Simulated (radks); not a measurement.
W25+, 49 electrons, occupied as [Kr] 4d10 4f3. Calculated with a radial shooting solver on a logarithmic mesh with Libxc functionals: Dirac Kohn-Sham, PBE, spin-unpolarised, spherical densities, finite nucleus; open shells are shared between the two j in proportion to 2j + 1; Fermi nuclear charge, rms radius 5.3658 fm.

Unscreened Slater integrals over Kohn-Sham orbitals (eV). Large and small components are both included.

integral,value
"F0(4f7/2,4f7/2)",54.315
"F2(4f7/2,4f7/2)",28.510
"F4(4f7/2,4f7/2)",18.537
"F6(4f7/2,4f7/2)",13.540
"F0(4f7/2,4f5/2)",54.514
"F2(4f7/2,4f5/2)",28.585
"F4(4f7/2,4f5/2)",18.579
"G2(4f7/2,4f5/2)",28.434
"G4(4f7/2,4f5/2)",18.485
"G6(4f7/2,4f5/2)",13.502
"F0(4f7/2,4d5/2)",53.031
"F2(4f7/2,4d5/2)",26.645
"F4(4f7/2,4d5/2)",17.362
"G1(4f7/2,4d5/2)",28.880
"G3(4f7/2,4d5/2)",19.421
"G5(4f7/2,4d5/2)",14.121
"F0(4f7/2,4d3/2)",53.508
"F2(4f7/2,4d3/2)",26.952
"G3(4f7/2,4d3/2)",19.730
"G5(4f7/2,4d3/2)",14.321
"F0(4f5/2,4f5/2)",54.715
"F2(4f5/2,4f5/2)",28.664
"F4(4f5/2,4f5/2)",18.625
"F0(4f5/2,4d5/2)",53.210
"F2(4f5/2,4d5/2)",26.662
"F4(4f5/2,4d5/2)",17.350
"G1(4f5/2,4d5/2)",28.742
"G3(4f5/2,4d5/2)",19.334
"G5(4f5/2,4d5/2)",14.059
"F0(4f5/2,4d3/2)",53.694
"F2(4f5/2,4d3/2)",26.976
"G1(4f5/2,4d3/2)",29.497
"G3(4f5/2,4d3/2)",19.760
"F0(4d5/2,4d5/2)",52.566
"F2(4d5/2,4d5/2)",26.894
"F4(4d5/2,4d5/2)",18.223
"F0(4d5/2,4d3/2)",53.009
"F2(4d5/2,4d3/2)",27.079
"G2(4d5/2,4d3/2)",26.974
"G4(4d5/2,4d3/2)",18.280
"F0(4d3/2,4d3/2)",53.469
"F2(4d3/2,4d3/2)",27.292
